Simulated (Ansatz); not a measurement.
This geometry of CH$_{7}$NOSi$_{2}$ (12 atoms, charge 0, multiplicity 1) is a first-order saddle point.

Level of theory: RKS PBE0/6-31G (Ansatz).

```xyz
12
Properties=species:S:1:pos:R:3
N -0.587 -0.789 2.387
C 0.178 -0.632 1.216
O -0.271 -1.475 0.096
Si -0.517 0.281 -0.320
Si 0.782 0.932 -2.152
H -1.128 -1.635 2.463
H -0.905 0.012 2.903
H 1.263 -0.656 1.328
H -1.967 0.662 -0.256
H 0.685 2.422 -2.334
H 2.211 0.563 -1.879
H 0.333 0.259 -3.418
```

(1) Which two structures does it join? (They come from a converged band through this point; their orientation in space is the band's.)

(2) How far does it lie above each of them?

Answers

(1) No bond is made or broken. The dihedral H7–N1–C2–Si4 goes from 12 to 158°. The two ends are copies of one structure, up to a mirror image or an exchange of like atoms.

First end point:

```xyz
12
Properties=species:S:1:pos:R:3
N -0.587 -0.693 2.372
C 0.075 -0.698 1.149
O -0.504 -1.544 -0.001
Si -0.538 0.217 -0.381
Si 0.850 0.994 -2.098
H -0.399 -1.449 3.013
H -1.524 -0.327 2.416
H 1.141 -0.893 1.236
H -1.911 0.823 -0.283
H 0.883 2.497 -2.063
H 2.239 0.467 -1.883
H 0.353 0.551 -3.445
```

Last end point:

```xyz
12
Properties=species:S:1:pos:R:3
N -0.588 -0.678 2.375
C 0.078 -0.686 1.155
O -0.489 -1.548 0.011
Si -0.540 0.208 -0.384
Si 0.846 0.983 -2.103
H -1.530 -0.322 2.412
H -0.393 -1.426 3.023
H 1.146 -0.870 1.246
H -1.919 0.803 -0.295
H 0.889 2.486 -2.062
H 2.232 0.445 -1.891
H 0.346 0.549 -3.453
```

(2) 0.185 eV above the first and 0.185 eV above the second. This is the barrier of this one path; another mechanism may lie lower. Limits of this set-up: no polarisation functions.

Run time: 120 s on 1 thread of AMD EPYC 9R14 (Zen 4) (shared host), peak memory 0.17 GiB.
